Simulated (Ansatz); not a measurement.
Relaxation of C2H7AlBF (12 atoms, charge 0, multiplicity 1), to a largest force component of 0.015 eV/Å in at most 40 steps.

Level of theory: Ansatz 0.2.0, RKS PBE0-D4/def2-SVP.

```xyz
12
Properties=species:S:1:pos:R:3
C -1.847 -0.572 0.724
Al -0.292 0.523 1.230
B 1.296 0.612 -0.065
C 1.356 -0.151 -1.441
F 2.501 1.365 0.300
H -1.609 -1.572 0.561
H -2.287 -0.117 -0.228
H -2.619 -0.442 1.509
H -0.246 1.316 2.669
H 2.235 0.000 -1.963
H 0.427 0.221 -2.025
H 1.162 -1.239 -1.236
```

**Question.** Where does it end, and by what steps?

**Answer.** The run converged. After 7 steps the energy has fallen by 0.637 eV; H7 moved furthest, 0.24 Å.

| step | energy less start (eV) | largest force component (eV/Å) | accepted |
| --- | --- | --- | --- |
| 0 | 0.0000 | 3.906 | yes |
| 1 | -0.5179 | 2.024 | yes |
| 2 | -0.4841 | 1.196 | no |
| 3 | -0.6325 | 0.150 | yes |
| 4 | -0.6360 | 0.058 | yes |
| 5 | -0.6367 | 0.061 | yes |
| 6 | -0.6368 | 0.035 | yes |
| 7 | -0.6370 | 0.015 | yes |

```xyz
12
Properties=species:S:1:pos:R:3
C -1.922 -0.510 0.804
Al -0.332 0.544 1.276
B 1.368 0.603 -0.093
C 1.420 -0.150 -1.468
F 2.434 1.330 0.253
H -1.653 -1.529 0.475
H -2.444 -0.047 -0.054
H -2.654 -0.599 1.622
H -0.322 1.357 2.654
H 2.367 -0.025 -2.015
H 0.587 0.198 -2.105
H 1.228 -1.227 -1.314
```

Run time: 22 s on 2 threads of Arm Neoverse V2, with other jobs on the host, peak memory 0.23 GiB.
